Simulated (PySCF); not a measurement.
# Peak assignment

Bonds (- single, = double, # triple, : aromatic): O1=C2, C2-C3, C3-C4, C4-C5, C5-Si6, C5=C7, C7-Si8, C4-Si9, Si9-C2. C3 carries H10, H11; C4 carries H12; Si6 carries H13, H14, H15; C7 carries H16; Si8 carries H17, H18, H19; Si9 carries H20, H21. Stereochemistry as in O=C1C[C@H](/C([SiH3])=C\[SiH3])[SiH2]1. H11, H20 are cis to C5 on the ring; H10, H21 are trans to C5 on the ring.

PySCF calculation with geometry: GFN2-xTB and shieldings: GIAO PBE0/pcSseg-1; no relativistic terms, one computed conformer, averaged over atoms made equivalent by symmetry, fast rotation or ring inversion, no solvent.

δ = σ(ref) − σ, references computed at the same level: TMS for ¹³C, ¹H.

Problem. Assign these signals to the numbered atoms. ¹³C{¹H} NMR (computed): δ 245.4, 173.1, 136.0, 62.0, 32.6.

Solution. 
| δ (ppm) | atoms | environment | reason |
| --- | --- | --- | --- |
| 245.4 | C2 | carbonyl carbon | – |
| 173.1 | C5 | fully substituted alkene carbon | – |
| 136.0 | C7 | alkene CH | as expected for a trigonal carbon in a double bond |
| 62.0 | C3 | sp3 CH2 α to a carbonyl | – |
| 32.6 | C4 | allylic sp3 CH bonded to Si | – |

Problem. Assign these signals to the numbered atoms. ¹H NMR (400 MHz, computed): δ 6.37 (q, 1H), 5.54 (m, 1H), 5.09 (m, 1H), 4.25 (s, 3H), 4.19 (d, 3H), 3.59 (m, 1H), 3.38 (m, 1H), 3.27 (m, 1H).

Solution. 
6.37 → H16, hydrogen on an alkene CH: olefinic region
5.54 → H21, hydrogen on a silicon bonded to 2 C, in a 4-membered ring
5.09 → H20, hydrogen on a silicon bonded to 2 C, in a 4-membered ring
4.25 → H13/H14/H15, hydrogen on a silicon bonded to C
4.19 → H17/H18/H19, hydrogen on a silicon bonded to C
3.59 → H10, hydrogen on an sp3 CH2 α to a carbonyl
3.38 → H11, hydrogen on an sp3 CH2 α to a carbonyl
3.27 → H12, hydrogen on an allylic sp3 CH bonded to Si

H13/H14/H15 and H17/H18/H19; H11 and H12 lie closer than the usual error of such a calculation, so a measured spectrum could show them in the other order.

Shifts are as computed. Against solution values, carbons near 30 ppm lie about +3 ppm off and those near 130 ppm about +5 ppm. Of 1309 compounds with measured shifts, 239 miss one by over three times the rms of a fit or turn the order of signals round; such compounds aren't used in these exercises. Multiplicities follow the n + 1 count of equivalent neighbours, as no J values were calculated; m marks all less simple cases, F and P coupling included.
